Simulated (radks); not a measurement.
Question: These are the eigenvalues of the occupied orbitals of an atom or ion with whole-number occupations (eV). All-electron calculation, Dirac Kohn-Sham, PBEsol, spin-unpolarised, spherical densities, finite nucleus; Fermi nuclear charge, rms radius of each element as measured or else 0.836 A^(1/3) + 0.57 fm. Program: a radial shooting solver on a logarithmic mesh with Libxc functionals.

orbital  eigenvalue
1s1/2     -10948.42
2s1/2     -1369.905
2p1/2     -1218.835
2p3/2     -1187.003
3s1/2     -167.8983
3p1/2     -118.1157
3p3/2     -113.8372
3d3/2      -29.4987
3d5/2      -28.9135
4s1/2      -11.6422
4p1/2       -3.9495

Which element is it, and in what charge state? The configuration may be excited. Open shells, if any, fill j = l - 1/2 first.

Answer: Z = 32, germanium, charge 0: Ge in [Ar] 3d10 4s2 4p2. The list shows which subshells hold electrons but not how many an open one holds; the 1s level, -402.35 hartree, gives Z - s = 28.4 by -(Z - s)^2/2, which with screening and relativity narrows Z to a few neighbours, and the depths of the outer levels then fix element, charge and occupations together.
